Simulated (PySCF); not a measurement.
Two-component Hartree-Fock for Au (gold, neutral)

Start: [Xe] 4f14 5d9 6s1 6p1; 5d3/2 filled at m_j = -3/2, -1/2, +1/2, +3/2; 5d5/2 filled at m_j = -3/2, -1/2, +1/2, +3/2, +5/2; 6s1/2 filled at m_j = +1/2; 6p3/2 filled at m_j = +3/2. Calculated with PySCF 2.14 in x2c-TZVPall-2c with one added diffuse shell each of s, p, d type (12s12p11d2f, 117 functions): generalised Hartree-Fock with the X2C-1e Hamiltonian and a Gaussian nucleus; spin-orbit coupling (SO) screened by Boettger's factors. This is a chosen level, not necessarily the ground level.

```
spinor shell  electrons  ε, screened SO (eV)  weight of nominal j (screened SO)  rms radius, screened SO (bohr)
       1s1/2          2             -81150.8                              1.000                          0.0190
       2s1/2          2             -14470.6                              1.000                          0.0768
       2p1/2          2             -13853.1                              1.000                          0.0651
       2p3/2          4             -12012.0                              1.000                          0.0731
       3s1/2          2              -3487.2                              1.000                           0.196
       3p1/2          2              -3210.5                              1.000                           0.188
       3p3/2          4              -2798.1                              1.000                           0.204
       3d3/2          4              -2344.1                              1.000                           0.179
       3d5/2          6              -2255.8                              1.000                           0.183
       4s1/2          2              -797.42                              1.000                           0.433
       4p1/2          2              -678.31                              1.000                           0.438
       4p3/2          4              -578.06                              1.000                           0.471
       4d3/2          4              -382.93                              1.000                           0.485
       4d5/2          6              -363.55                              1.000                           0.497
       5s1/2          2              -132.68                              1.000                           0.997
       4f5/2          6              -110.61                              0.999                           0.544
       4f7/2          8              -106.74                              0.999                           0.545
       5p1/2          2              -92.300                              0.999                            1.08
       5d3/2          4              -18.447                              0.955                            1.61
       5d5/2          5              -16.271                              0.962                            1.69
       6s1/2          1              -11.652                              0.990                            3.02
       6p3/2          1               -4.858                              1.000                            4.46
```

Question: Where does 5p3/2 lie, and what is the 5p spin-orbit splitting (screened SO)?

Answer: At -74.213 eV, 18.088 eV above 5p1/2.

```
   quantity   screened SO
E (hartree)  -19026.67371
        M_J           9/2
       ⟨J²⟩        24.783
       ⟨L²⟩        12.194
       ⟨S²⟩         3.932
```

Each row is a mean over spinors that exchange with the open shell spreads, by up to 4.675 eV (5p3/2).

Breit and QED terms are absent; they matter most for the inner s and p1/2 levels.

Densities and radii are taken from the X2C orbitals without a picture-change correction, which distorts them close to the nucleus.
